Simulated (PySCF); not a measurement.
CH8BGeN, CH6BGeO (calculated)

Calculation on a computer-drawn molecule: the log of a Hartree-Fock and frozen-core CCSD(T) single point meant for a local Hartree-Fock minimum, with one planted fault or none, to be diagnosed. Offsets are logged minus clean, where the clean run is the same molecule without the fault. The reference is restricted for singlets and unrestricted otherwise, and also for a bond in bohr or an excited solution. Adding or removing an electron swaps singlet and doublet. The excited solution moves the top pair (singlet) or top alpha electron (doublet) to the lowest empty orbital. Highest occupied and lowest empty are orbital energies over both spins, largest force is the largest gradient component, triples share is (T) over the correlation energy, the T1 limit is 0.02 restricted and 0.045 unrestricted, electrons count all cores, a negative frequency is imaginary (commonest isotopes), and the dipole is about the centre of nuclear charge; on germanium a core potential holds 10 electrons, which the energies leave out, and 3d is frozen in MP2 and coupled-cluster steps. Program: PySCF 2.14.0.

Common to all runs: meant charge 0; meant basis cc-pVDZ; meant basis and core potential on germanium cc-pVDZ-PP ECP10MDF; logged SCF converged yes; logged CC converged yes; logged SCF stable within its kind yes; possible faults no fault, one electron removed, one electron added, multiplicity raised by two, geometry at a saddle point, SCF held on an excited solution, minimal basis STO-3G, one bond length entered in bohr, all coordinates scaled.

(1) CH8BGeN

Logged structure:
```xyz
12
CH8BGeN
C     -1.2208     0.5196     0.9562
B     -1.8469     0.4758    -0.5015
N     -2.3921     1.6183    -1.0814
Ge    -1.8773    -1.3093    -1.6119
H     -1.2705     1.5097     1.4214
H     -0.1700     0.2105     0.9335
H     -1.7323    -0.1890     1.6167
H     -2.4137     2.5028    -0.6136
H     -2.7969     1.6415    -1.9939
H     -2.6662    -2.4217    -0.8973
H     -0.4621    -1.8648    -1.8550
H     -2.5273    -1.1208    -2.9982
```

- meant multiplicity: 1
- logged electrons: 58
- logged basis functions: 105
- logged spin squared: 2.0241
- logged highest occupied: -4.9499 eV
- logged lowest empty: -0.53858 eV
- logged largest force: 0.15284 hartree/bohr
- logged T1 diagnostic: 0.013507
- logged D1 diagnostic: 0.063364
- logged triples share: 0.025483
- logged dipole magnitude: 6.8944 debye
- logged energy HF: -414.88019 hartree
- logged energy CCSD(T): -415.42889 hartree
- planted fault: multiplicity raised by two
- HF energy offset from clean run: 129.7 kcal/mol
- CCSD(T) energy offset from clean run: 148.3 kcal/mol

Drawn bonds:
```tsv
atom	other atom	order
1	2	1
2	3	1
2	4	1
1	5	1
1	6	1
1	7	1
3	8	1
3	9	1
4	10	1
4	11	1
4	12	1
```

(2) CH6BGeO

Logged structure:
```xyz
10
CH6BGeO
C      0.5102     0.5499    -1.9962
B      1.3018     0.7185    -0.6616
Ge     1.7408    -0.4902     0.9612
O      1.3460    -2.2285     0.7368
H     -0.5477     0.7110    -1.7365
H      0.5810    -0.4577    -2.4183
H      0.7655     1.2847    -2.7628
H      3.2422    -0.5125     1.2379
H      0.9872     0.0276     2.1972
H      0.4319    -2.4123     0.5781
```

- meant multiplicity: 2
- logged electrons: 56
- logged basis functions: 95
- logged spin squared: 0
- logged highest occupied: -17.153 eV
- logged lowest empty: -5.924 eV
- logged largest force: 0.058738 hartree/bohr
- logged T1 diagnostic: 0.020181
- logged D1 diagnostic: 0.074497
- logged triples share: 0.028254
- logged dipole magnitude: 7.6239 debye
- logged energy HF: -433.97451 hartree
- logged energy CCSD(T): -434.52324 hartree
- planted fault: one electron removed
- HF energy offset from clean run: 166.5 kcal/mol
- CCSD(T) energy offset from clean run: 167.8 kcal/mol

Drawn bonds:
```tsv
atom	other atom	order
1	2	1
2	3	1
3	4	1
1	5	1
1	6	1
1	7	1
3	8	1
3	9	1
4	10	1
```

Notes: T1 above single-reference limit.
